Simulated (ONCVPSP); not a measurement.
**Transferability test, ONCV potential for Co (Z = 27)**

ONCVPSP 4.0.1 input, shortened (lines: element, Z, core and valence counts, functional; n l f; lmax; l rc ep ncon nbas qcut; lloc lpopt rc5 dvloc0; l nproj debl; icmod fcfact rcfact), PBE, scalar-relativistic:

```
  Co 27.00    3    4        4      upf
    1    0    2.00
    2    0    2.00
    2    1    6.00
    3    0    2.00
    3    1    6.00
    3    2    7.00
    4    0    1.50
    2
    0    1.55    0.00    4    7    6.00
    1    0.80    0.00    4    7    8.40
    2    1.10    0.00    4    9   11.10
    4    5    0.80    3.00
    0    2    1.70
    1    2    3.30
    2    1    1.70
    3    5.25    1.25
```

Energies are relative to the spin-unpolarised reference configuration 3s2 3p6 3d7 4s1.5; without spin polarisation the order of configurations can differ from experiment.

```json
{"valence configuration": "3s2 3p6 3d7 4s1", "charge": "+1", "ΔE all-electron (eV)": "5.428", "error AE − PS (meV)": "-0.4"}
{"valence configuration": "3s2 3p6 3d7 4s0", "charge": "+2", "ΔE all-electron (eV)": "22.213", "error AE − PS (meV)": "-1.2"}
```

Task: What are ΔE and the potential's error for 3s2 3p6 3d7 4s2?

Result: ΔE = -3.603 eV all-electron; the error (AE − PS) is +0.4 meV.

Task: What are ΔE and the potential's error for 3s1 3p6 3d7 4s2?

Result: ΔE = 106.900 eV all-electron; the error (AE − PS) is -408 meV.

Levels in the configuration 3s2 3p6 3d7 4s2:

```csv
level,all-electron (eV),pseudo (eV)
3s,-102.405,-102.403
3p,-65.637,-65.639
3d,-8.204,-8.203
4s,-5.470,-5.470
```
